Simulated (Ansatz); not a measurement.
`FC(F)(F)c1cnc(-c2cnc(-c3cnc(-c4cnc(C(F)(F)F)s4)s3)s2)s1` with charge -1. The state is a doublet with charge -1. Geometry r2SCAN-D4/def2-SVP, that of the neutral singlet; atoms count from 1.

```xyz
32

F     6.2454   -5.4373   -2.6390
C     6.4620   -4.1145   -2.7385
F     7.5972   -3.8323   -2.0830
F     6.6605   -3.8515   -4.0415
C     5.3303   -3.3213   -2.1766
C     5.3691   -2.4200   -1.1357
N     4.1878   -1.8311   -0.8212
C     3.2196   -2.2582   -1.6008
C     1.8528   -1.8178   -1.5113
C     0.7400   -2.1824   -2.2608
N    -0.4240   -1.5861   -1.9341
C    -0.2621   -0.7464   -0.9279
C    -1.3455    0.0248   -0.3768
C    -2.6720    0.0047   -0.8008
N    -3.5213    0.8125   -0.1350
C    -2.9069    1.4855    0.8145
C    -3.5792    2.4235    1.6799
C    -4.9292    2.7541    1.6450
N    -5.3340    3.6668    2.5626
C    -4.3391    4.0514    3.3082
C    -4.4522    5.0601    4.4219
F    -5.7005    5.4895    4.5522
F    -4.0577    4.5258    5.5910
F    -3.6566    6.1189    4.1896
S    -2.7969    3.3176    2.9449
S    -1.1868    1.1403    0.9441
S     1.3808   -0.6446   -0.3202
S     3.7234   -3.4438   -2.8015
H     6.2762   -2.1728   -0.5800
H     0.7682   -2.9083   -3.0790
H    -3.0177   -0.6263   -1.6221
H    -5.6316    2.3190    0.9320
```

Single mean-field runs in def2-TZVP are fitted with def2-universal-jkfit.

(1) Estimate the Mulliken populations of the heavy atoms from the PBE0/def2-TZVP orbitals of Ansatz.

(2) Where does the spin sit?

(3) And the Mayer bond orders between heavy atoms (over 0.3)?

## Answers

(1) 
| atom | charge (e) | spin (α − β) |
| --- | --- | --- |
| F1 | -0.17 | 0.00 |
| C2 | 0.43 | 0.00 |
| F3 | -0.17 | 0.00 |
| F4 | -0.17 | 0.00 |
| C5 | -0.08 | 0.08 |
| C6 | -0.11 | -0.04 |
| N7 | -0.25 | 0.06 |
| C8 | 0.10 | 0.03 |
| C9 | 0.02 | 0.07 |
| C10 | -0.13 | 0.01 |
| N11 | -0.23 | 0.01 |
| C12 | 0.14 | 0.10 |
| C13 | -0.02 | 0.02 |
| C14 | -0.15 | 0.06 |
| N15 | -0.21 | -0.03 |
| C16 | 0.18 | 0.17 |
| C17 | -0.04 | -0.04 |
| C18 | -0.18 | 0.14 |
| N19 | -0.18 | -0.05 |
| C20 | -0.03 | 0.16 |
| C21 | 0.41 | 0.00 |
| F22 | -0.15 | 0.00 |
| F23 | -0.17 | 0.00 |
| F24 | -0.17 | 0.00 |
| S25 | -0.03 | 0.05 |
| S26 | -0.07 | 0.08 |
| S27 | -0.03 | 0.08 |
| S28 | -0.04 | 0.05 |
Mulliken values depend strongly on the basis.

(2) Summed by element: F 0.01, C 0.75, N -0.02, S 0.26, H -0.01, of 1 unpaired in all. Largest on single atoms: C16 0.17, C20 0.16, C18 0.14.

(3) F1–C2 1.15 (1.34 Å); C2–F3 1.14 (1.34 Å); C2–F4 1.15 (1.34 Å); C2–C5 1.02 (1.49 Å); C5–C6 1.57 (1.38 Å); C5–S28 1.17 (1.73 Å); C6–N7 1.39 (1.36 Å); N7–C8 1.53 (1.31 Å); C8–C9 1.07 (1.44 Å); C8–S28 1.25 (1.76 Å); C9–C10 1.42 (1.39 Å); C9–S27 1.19 (1.74 Å); C10–N11 1.49 (1.35 Å); N11–C12 1.45 (1.32 Å); C12–C13 1.10 (1.44 Å); C12–S27 1.24 (1.75 Å); C13–C14 1.43 (1.39 Å); C13–S26 1.20 (1.74 Å); C14–N15 1.46 (1.35 Å); N15–C16 1.49 (1.32 Å); C16–C17 1.06 (1.44 Å); C16–S26 1.21 (1.76 Å); C17–C18 1.48 (1.39 Å); C17–S25 1.21 (1.74 Å); C18–N19 1.40 (1.36 Å); N19–C20 1.58 (1.30 Å); C20–C21 1.02 (1.51 Å); C20–S25 1.23 (1.75 Å); C21–F22 1.18 (1.33 Å); C21–F23 1.15 (1.34 Å); C21–F24 1.15 (1.34 Å).
